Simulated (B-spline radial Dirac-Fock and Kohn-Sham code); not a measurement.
# Atomic SCF run for Ni

ΔSCF core binding energies without Breit or QED terms, calculated with a radial atomic solver. Keys: rel is the Hamiltonian (dirac, or spin-free x2c and nr, where L3 and M5 stand for the whole 2p and 3d shells), method is hf or an exchange,correlation pair (spin-unpolarised, also for the hole states), nuc the nuclear model, radius_factor scales its radius, rmax is the box in bohr, h the logarithmic mesh step, order the B-spline order, points the quadrature points per cell, c_factor scales the speed of light, and damp, ndamp, maxit and tol steer the iteration. The run stops when the commutator error falls below 10·tol·max(1, Z/10), or the numerical noise floor, and the energy has settled to about 1e-8 Ha; the virial ratio is −V/T.

Input (task.json):

```json
{"items": [{"Z": 28, "q": 0, "cfg": [[1, 0, 2], [2, 0, 2], [2, 1, 6], [3, 0, 2], [3, 1, 6], [3, 2, 8], [4, 0, 2]], "A": 58, "rrms": 3.7757, "do": "settings", "holes": ["K", "L3", "M5"],
  "settings": [{"rel": "dirac", "method": "hf", "nuc": "fermi", "radius_factor": 1.0, "rmax": 5.0, "h": 0.3, "order": 8, "points": 10, "c_factor": 1.0, "maxit": 78, "damp": 0.5, "ndamp": 3, "tol": 1e-08}]}]}
```

Command: `python xray2_run.py task.json out`

Ground-state iterations:

```
iter   energy (Ha)        error
   1    -1518.00372172  1.03e+00
   2    -1518.37897605  2.18e-01
   3    -1519.20421733  2.32e-02
   4    -1519.20548090  9.94e-03
   5    -1519.20566401  6.23e-04
   6    -1519.20566980  2.50e-04
   7    -1519.20567086  1.53e-04
   8    -1519.20567135  2.25e-05
   9    -1519.20567136  2.39e-06
  10    -1519.20567136  1.97e-07
```

The ground state converged in 10 iterations, with total energy -1519.20567 Ha, virial ratio 1.98313 and highest orbital energy -5.60 eV. ΔSCF binding energies: K (1s) 8358.4 eV, L3 (2p3/2) 868.1 eV. Holes are computed only in closed shells, and unreliable hole states are left out.

Q: One setting is unsound. Which, and why?

A: rmax squeezes the outer orbitals. With the default settings (Dirac Hartree-Fock): The ground state converged in 11 iterations, with total energy -1519.30571 Ha, virial ratio 1.98350 and highest orbital energy -7.66 eV. ΔSCF binding energies: K (1s) 8360.1 eV, L3 (2p3/2) 869.8 eV. Holes are computed only in closed shells, and unreliable hole states are left out.
